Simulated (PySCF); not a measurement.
A PySCF script (with the pyscf-properties extension) for the NMR shieldings of `C=C[BH-]1[NH2+][BH2-][NH2+]1`, C2H10B2N2, on a GFN2-xTB geometry:

```python
import basis_set_exchange as bse
import numpy as np
from pyscf import gto, dft
from pyscf.prop import nmr

atoms = """
C     2.368291   -0.216215    0.644094
C     1.455439   -0.626881   -0.222530
B     0.133692    0.148689   -0.663027
N    -1.150871   -0.789486   -0.624882
B    -1.820828    0.261251    0.361949
N    -0.464539    1.078446    0.469995
H     2.286029    0.730661    1.158387
H     3.255817   -0.784466    0.881429
H     1.638559   -1.584876   -0.704168
H     0.223232    0.718336   -1.703418
H    -1.625163   -0.930907   -1.506509
H    -0.981138   -1.697028   -0.210454
H    -2.665949    0.888379   -0.186006
H    -2.147877   -0.224703    1.395277
H     0.007596    0.972506    1.358927
H    -0.519887    2.065238    0.257619
"""
names = dict.fromkeys(["C", "B", "N", "H"], "pcSseg-1")
basis = {el: gto.basis.parse(bse.get_basis(n, elements=[el], fmt="nwchem")) for el, n in names.items()}
mol = gto.M(atom=atoms, basis=basis, charge=0, verbose=0)
mf = dft.RKS(mol, xc="PBE0")
mf.grids.level = 2
mf.grids.alignment = dft.numint.BLKSIZE   # the property module wants whole blocks of grid points
mf.conv_tol = 1e-9
mf.kernel()

calc = nmr.RKS(mf)   # GIAO
C = mf.mo_coeff
Co = C[:, mf.mo_occ > 0]
resp = mf.gen_response(singlet=True, hermi=2)
def vind(x):   # induced exchange potential for any number of trial vectors
    d = np.einsum("pi,xij,qj->xpq", C, 2 * x.reshape(-1, C.shape[1], Co.shape[1]), Co, optimize=True)
    return np.einsum("xpq,pi,qj->xij", resp(d - d.transpose(0, 2, 1)), C, Co, optimize=True).ravel()
mo1, _ = nmr.rhf.solve_mo1(calc, with_cphf=vind)
sigma = calc.kernel(mo1)
for i, s in enumerate(sigma):   # ppm
    w = np.linalg.eigvalsh((s + s.T) / 2)
    print("%2d %-2s iso %8.1f  s11 %8.1f  s22 %8.1f  s33 %8.1f" % (i, mol.atom_pure_symbol(i), w.mean(), *w))
```

Q: Give the expected output.

A: 
```
 0 C  iso     63.2  s11    -55.5  s22     74.5  s33    170.7
 1 C  iso     26.1  s11   -106.2  s22     20.3  s33    164.1
 2 B  iso    112.0  s11     98.2  s22    112.6  s33    125.1
 3 N  iso    235.7  s11    218.8  s22    233.6  s33    254.7
 4 B  iso    116.2  s11    102.0  s22    114.6  s33    132.0
 5 N  iso    236.3  s11    215.2  s22    235.6  s33    258.2
 6 H  iso     26.4  s11     23.0  s22     25.7  s33     30.6
 7 H  iso     25.9  s11     23.1  s22     25.2  s33     29.6
 8 H  iso     25.0  s11     21.0  s22     26.0  s33     27.9
 9 H  iso     27.9  s11     26.2  s22     27.5  s33     30.2
10 H  iso     29.8  s11     23.3  s22     26.1  s33     40.1
11 H  iso     30.2  s11     24.9  s22     26.7  s33     38.9
12 H  iso     28.3  s11     24.7  s22     28.7  s33     31.5
13 H  iso     28.5  s11     24.7  s22     28.4  s33     32.4
14 H  iso     29.9  s11     25.1  s22     26.2  s33     38.6
15 H  iso     29.7  s11     23.0  s22     26.1  s33     40.1
```

These numbers come from an equivalent density-fitted implementation of the same equations, which agrees with the script to about 0.01 ppm for H and up to a few tenths of a ppm for heavy atoms, so last digits may differ.

Size and cost of the density-fitted run: 152 basis functions, 54 s wall time (46 s CPU) on 1 thread of an Intel Xeon, shared host; peak memory 0.71 GiB.
